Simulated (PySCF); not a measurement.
GaH₂F, SMILES [F][GaH2].

The structure is a stationary point at B3LYP-D3(BJ)/def2-TZVP.

Level of theory: PBE/def2-TZVPD in PySCF.

Isolated molecule, no solvent.

### Question
Estimate the frontier levels, gap, dipole moment and polarisability. (An estimate is asked for; the answer gives what the named calculation found.)

### Answer

```
Item                                                                                                            Value
---------------------------------------------------------------------------------------------  ----------------------
highest occupied level                                                                                       -7.60 eV
lowest empty level                                                                                           -2.49 eV
orbital gap                                                                                                   5.11 eV
dipole moment                                                                                                  2.24 D
quadrupole, principal values (traceless, Buckingham form, about the centre of nuclear charge)  -4.61, -0.86, 5.47 D·Å
mean static polarisability                                                                       31.4 bohr³ (4.65 Å³)
polarisability, principal values                                                               25.2, 32.9, 36.0 bohr³
```
